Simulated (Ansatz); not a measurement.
Isolated molecules relaxed with PBE0-D4/def2-TZVP in Ansatz; ΔE leaves out vibrations. CCSD(T)/CBS adds triple-zeta CCSD(T) − MP2 to the extrapolated MP2 energy (def2 sets, frozen cores). DFT in def2-TZVPP. HSE06 is defined as in plane-wave codes. For Se outer-core shells are correlated without core-valence functions, which leaves a few kJ/mol of doubt a bond. Scalar relativity is left out up to krypton. Each species was taken in one conformer, which may not be the lowest.

Consider the cleavage of the Si–Si bond: `[SiH3][SiH2]C[SeH]` + `O[Si](O)(F)F` → `O[Si](F)(F)O[SiH3]` + `[SiH3]C[SeH]`.

```csv
level,ΔE (kJ/mol),difference from CCSD(T)/CBS
BLYP-D4,-96.8,4.1
r2SCAN-D4,-93.8,7.1
B97M-V,-95.7,5.2
HSE06-D4,-82.3,18.6
BHLYP-D4,-114.6,-13.7
B2PLYP,-108.7,-7.8
PBE,-76.0,24.9
r2SCAN,-94.4,6.5
r2SCANh,-96.1,4.8
LC-ωPBE,-93.9,7.0
HF/def2-SVP,-125.6,-24.7
MP2/def2-SVP,-99.7,1.2
CCSD/def2-SVP,-99.2,1.7
MP2/def2-TZVPP,-106.3,-5.4
HF/def2-QZVPP,-140.5,-39.6
MP2/CBS(def2),-106.0,-5.1
CCSD(T)/CBS,-100.9,0
```

Largest T1 diagnostic among the species: 0.011.

From PBE to PBE0 (25 % exact exchange), in def2-TZVPP and without D4, ΔE moves by −9.0 kJ/mol. In def2-TZVPP, CCSD(T) changes the Hartree–Fock value by +35.9 kJ/mol (the triples alone add +5.3 kJ/mol) and MP2 by +30.7 kJ/mol. The D4 term adds +4.6 kJ/mol with B3LYP and +2.5 kJ/mol with PBE0; it sums over pairs of atoms, weighted by their polarisabilities, and B3LYP, whose exchange is more repulsive, gets the larger term.

CCSD(T)/CBS has its own doubt, a few kJ/mol and more with outer-core shells, so smaller differences from it don't rank the levels.

B3LYP here is the variant with VWN-RPA as its local correlation; programs differ in this.
